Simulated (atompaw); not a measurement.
**Before and after: PAW (atompaw) potential for Ce**

- Element: Ce (Z = 58)
- Generator: atompaw 4.2.0.5
- Type: PAW
- Functional: PBEsol
- Relativity: scalar-relativistic
- Frozen core: [Kr] 4d10 5s2
- Valence charge: 10
- Reference configuration: 4f1 5p6 5d1 6s2 6p0
- Partial waves: 6s (bound): rc 3.00 bohr; 6s channel at 1.65 Ry: rc 3.00 bohr; 5p (bound): rc 2.45 bohr; 6p (bound, empty): rc 3.00 bohr; 5d (bound): rc 2.15 bohr; 5d channel at 0.15 Ry: rc 2.15 bohr; 4f (bound): rc 1.80 bohr; 4f channel at 1.05 Ry: rc 1.80 bohr
- Local potential: troulliermartins scheme with l = 4 at 0.5 Ry, radius 2.85 bohr
- Core correction: smooth core density matched at 1.70 bohr
- Augmentation charge: gaussian compensation charge, radius 2.65 bohr; PAW radius 3.00 bohr; waves and projectors: custom polynom2 7 10 vanderbiltortho

Change: all radii scaled by about 0.94 (s 2.82, p 2.30, d 2.02, f 1.68 bohr); local potential troulliermartins scheme with l = 4 at 0.5 Ry, radius 2.68 bohr; augmentation gaussian compensation charge, radius 2.48 bohr; PAW radius 2.82 bohr; waves and projectors: custom polynom2 7 10 vanderbiltortho; core correction smooth core density matched at 1.60 bohr.

Cutoffs: the cutoffs (Ry, on a coarse ladder) from which the occupation-weighted sum of valence levels, in a spherical-Bessel basis at the reference potential, stays within 10 and 1 mRy of its value at 400 Ry; they do not see the model core or the augmentation charge, which bear on the density cutoff.

Problem. What does the change do?

Solution. The potential gets harder (30 Ry and 140 Ry → 40 Ry and 230 Ry); both files keep a bound ghost (s). A smaller radius makes the pseudo-wave follow the all-electron one further in, where it bends more sharply, so more plane waves are needed.

| quantity | base | changed |
| --- | --- | --- |
| cutoff, loose | 30 Ry | 40 Ry |
| cutoff, tight | 140 Ry | 230 Ry |
| loose cutoff by channel (10 mRy a level) | s 6 Ry, p 15 Ry, d 10 Ry, f 25 Ry | s 6 Ry, p 10 Ry, d 10 Ry, f 40 Ry |
| bound ghosts | s | s |
| lowest overlap eigenvalue by channel | s 0.30, p 0.58, d 0.81, f 0.99 | s 0.36, p 0.41, d 0.62, f 0.98 |

 A true bound ghost makes a file unfit for plane-wave use even where its test errors are small: the radial tests pick states by their node count and pass the ghost by. The cutoffs see the waves, projectors and local potential, not the compensation charge or the core.
